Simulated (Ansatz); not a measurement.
A run for Ansatz (a quantum-chemistry and plane-wave program): U-PBE0/def2-TZVPP on OH-, 2S+1 = 5, a spin state set in the input, which need not be the lowest. Charge -1.

Ansatz 0.2 input:
```yaml
crystal:
  periodic: [false, false, false]
  atoms:
    - {symbol: H, position_ang: [0.00000000, 0.00000000, 0.00000000]}
    - {symbol: O, position_ang: [0.00000000, 0.00000000, 0.92100000]}
basis:
  gaussian:
    orbitals: def2-TZVPP
hamiltonian:
  xc: {name: PBE0}
total_charge: -1
magnetization: {spin_polarized: true, initial_magnetization: 4}
relax: {f_tol: 0.002, max_steps: 120}
```

Output:

```
WARN ansatz: RAYON_NUM_THREADS=2 ignored (pool sized by the plan → 2); use --threads N
Functional definition: PBE0
integrals: 0.00 GiB planned
210 factors; their error is unknown
mean field: 0.09 GiB planned
mean field evaluation 1: about -2031.8808 eV, gradient 4.6e1 eV
mean field evaluation 2: about -2035.9828 eV, gradient 4.1e1 eV
mean field evaluation 4: about -2041.0936 eV, gradient 5.4e-1 eV
mean field evaluation 8: about -2041.1169 eV, gradient 2.4e-1 eV
mean field evaluation 16: about -2041.1171 eV, gradient 1.6e-5 eV
mean field evaluation 32: about -2041.1788 eV, gradient 4.6e-5 eV
integrals: 0.04 GiB planned
a density is far from that of the atoms, so the factors are made again for it
317 factors; integrals over basis functions are off by at most 2.8e-4 eV
mean field: 0.09 GiB planned
mean field -2041.17877924 eV, -75.0119365763 hartree, gradient 7.2e-6 eV, S^2 6.003636; 0 other end points of the search recorded, 0 dependent functions left out
the calculation of the forces begins
reference -2041.17879823 eV, -75.0119372744 hartree; 7, 3 occupied and 38, 42 virtual orbitals, 317 factors
relax step   1: F+E_penalty+E_count = -2041.17877924 eV  Δ(F+E_penalty+E_count) = +0.000e0 eV  max|allowed force component| = 7.969e0 eV/Å  Δτ_max = 0.0000 Å  (189 SCF iters, accepted)
these checks for a lower state are left out or cut short: starts, cluster_reference, orbital_swaps, neighbouring_geometries, increment
integrals: 0.00 GiB planned
210 factors; their error is unknown
mean field: 0.09 GiB planned
mean field evaluation 64: about -2041.8101 eV, gradient 5.5e-1 eV
integrals: 0.04 GiB planned
a density is far from that of the atoms, so the factors are made again for it
317 factors; integrals over basis functions are off by at most 2.7e-4 eV
mean field: 0.09 GiB planned
mean field evaluation 96: about -2042.0195 eV, gradient 7.8e-2 eV
mean field -2042.00704727 eV, -75.0423748651 hartree, gradient 3.5e-8 eV, S^2 6.003334; 0 other end points of the search recorded, 0 dependent functions left out
the calculation of the forces begins
reference -2042.00706757 eV, -75.0423756109 hartree; 7, 3 occupied and 38, 42 virtual orbitals, 317 factors
relax step   2: F+E_penalty+E_count = -2042.00704727 eV  Δ(F+E_penalty+E_count) = -8.283e-1 eV  max|allowed force component| = 9.195e0 eV/Å  Δτ_max = 0.0528 Å  (226 SCF iters, accepted)
these checks for a lower state are left out or cut short: starts, cluster_reference, orbital_swaps, neighbouring_geometries, increment
integrals: 0.00 GiB planned
210 factors; their error is unknown
mean field: 0.09 GiB planned
integrals: 0.04 GiB planned
a density is far from that of the atoms, so the factors are made again for it
309 factors; integrals over basis functions are off by at most 8.5e-4 eV
mean field: 0.09 GiB planned
mean field -2045.06176172 eV, -75.1546335504 hartree, gradient 2.7e-5 eV, S^2 6.004507; 0 other end points of the search recorded, 0 dependent functions left out
the calculation of the forces begins
reference -2045.06178111 eV, -75.1546342632 hartree; 7, 3 occupied and 38, 42 virtual orbitals, 309 factors
relax step   3: F+E_penalty+E_count = -2045.06176172 eV  Δ(F+E_penalty+E_count) = -3.055e0 eV  max|allowed force component| = 4.134e0 eV/Å  Δτ_max = 0.1950 Å  (90 SCF iters, accepted)
these checks for a lower state are left out or cut short: starts, cluster_reference, orbital_swaps, neighbouring_geometries, increment
integrals: 0.00 GiB planned
210 factors; their error is unknown
mean field: 0.09 GiB planned
mean field evaluation 128: about -2045.8378 eV, gradient 1.4e-1 eV
integrals: 0.04 GiB planned
a density is far from that of the atoms, so the factors are made again for it
310 factors; integrals over basis functions are off by at most 9.3e-4 eV
mean field: 0.09 GiB planned
mean field -2045.83790735 eV, -75.1831563763 hartree, gradient 9.9e-6 eV, S^2 6.004047; 0 other end points of the search recorded, 0 dependent functions left out
the calculation of the forces begins
reference -2045.83792613 eV, -75.1831570667 hartree; 7, 3 occupied and 38, 42 virtual orbitals, 310 factors
relax step   4: F+E_penalty+E_count = -2045.83790735 eV  Δ(F+E_penalty+E_count) = -7.761e-1 eV  max|allowed force component| = 5.944e-1 eV/Å  Δτ_max = 0.1950 Å  (85 SCF iters, accepted)
these checks for a lower state are left out or cut short: starts, cluster_reference, orbital_swaps, neighbouring_geometries, increment
integrals: 0.00 GiB planned
210 factors; their error is unknown
mean field: 0.09 GiB planned
mean field evaluation 160: about -2045.9659 eV, gradient 1.3e-1 eV
integrals: 0.04 GiB planned
a density is far from that of the atoms, so the factors are made again for it
308 factors; integrals over basis functions are off by at most 4.5e-4 eV
mean field: 0.09 GiB planned
mean field -2045.97070760 eV, -75.1880366954 hartree, gradient 5.1e-6 eV, S^2 6.003318; 0 other end points of the search recorded, 0 dependent functions left out
the calculation of the forces begins
reference -2045.97072616 eV, -75.1880373774 hartree; 7, 3 occupied and 38, 42 virtual orbitals, 308 factors
relax step   5: F+E_penalty+E_count = -2045.97070760 eV  Δ(F+E_penalty+E_count) = -1.328e-1 eV  max|allowed force component| = 1.518e-1 eV/Å  Δτ_max = 0.2000 Å  (169 SCF iters, accepted)
these checks for a lower state are left out or cut short: starts, cluster_reference, orbital_swaps, neighbouring_geometries, increment
integrals: 0.00 GiB planned
210 factors; their error is unknown
mean field: 0.09 GiB planned
mean field evaluation 192: about -2045.9779 eV, gradient 1.4e-5 eV
integrals: 0.04 GiB planned
a density is far from that of the atoms, so the factors are made again for it
310 factors; integrals over basis functions are off by at most 3.1e-4 eV
mean field: 0.09 GiB planned
mean field -2045.97794794 eV, -75.1883027733 hartree, gradient 5.0e-6 eV, S^2 6.003342; 0 other end points of the search recorded, 0 dependent functions left out
the calculation of the forces begins
reference -2045.97796689 eV, -75.1883034697 hartree; 7, 3 occupied and 38, 42 virtual orbitals, 310 factors
relax step   6: F+E_penalty+E_count = -2045.97794794 eV  Δ(F+E_penalty+E_count) = -7.240e-3 eV  max|allowed force component| = 8.386e-2 eV/Å  Δτ_max = 0.0298 Å  (75 SCF iters, accepted)
these checks for a lower state are left out or cut short: starts, cluster_reference, orbital_swaps, neighbouring_geometries, increment
integrals: 0.00 GiB planned
210 factors; their error is unknown
mean field: 0.09 GiB planned
integrals: 0.04 GiB planned
a density is far from that of the atoms, so the factors are made again for it
310 factors; integrals over basis functions are off by at most 3.4e-4 eV
mean field: 0.09 GiB planned
mean field evaluation 224: about -2045.9800 eV, gradient 1.0e-5 eV
mean field -2045.97998777 eV, -75.1883777353 hartree, gradient 4.1e-6 eV, S^2 6.003357; 0 other end points of the search recorded, 0 dependent functions left out
the calculation of the forces begins
reference -2045.98000699 eV, -75.1883784417 hartree; 7, 3 occupied and 38, 42 virtual orbitals, 310 factors
relax step   7: F+E_penalty+E_count = -2045.97998777 eV  Δ(F+E_penalty+E_count) = -2.040e-3 eV  max|allowed force component| = 6.732e-4 eV/Å  Δτ_max = 0.0229 Å  (74 SCF iters, accepted)
integrals: 0.00 GiB planned
210 factors; their error is unknown
mean field: 0.09 GiB planned
mean field evaluation 256: about -2045.9800 eV, gradient 8.8e-6 eV
integrals: 0.04 GiB planned
a density is far from that of the atoms, so the factors are made again for it
310 factors; integrals over basis functions are off by at most 3.4e-4 eV
mean field: 0.09 GiB planned
mean field evaluation 288: about -2045.9800 eV, gradient 1.0e-5 eV
mean field -2045.97998777 eV, -75.1883777353 hartree, gradient 4.1e-6 eV, S^2 6.003357; 0 other end points of the search recorded, 0 dependent functions left out
the calculation of the forces begins
reference -2045.98000699 eV, -75.1883784417 hartree; 7, 3 occupied and 38, 42 virtual orbitals, 310 factors
Total energy: -2045.98000699 eV, -75.1883784417 hartree
Atom 0 at     0.000000    -0.000000    -0.590118 Å, force    -0.000000     0.000000     0.000673 eV/Å
Atom 1 at    -0.000000     0.000000     1.511118 Å, force     0.000000    -0.000000    -0.000673 eV/Å
Dipole moment:     0.000000     0.000000     1.683555 e Å
```

Self-consistency was reached.

Cost: around 15 core-seconds (rough).
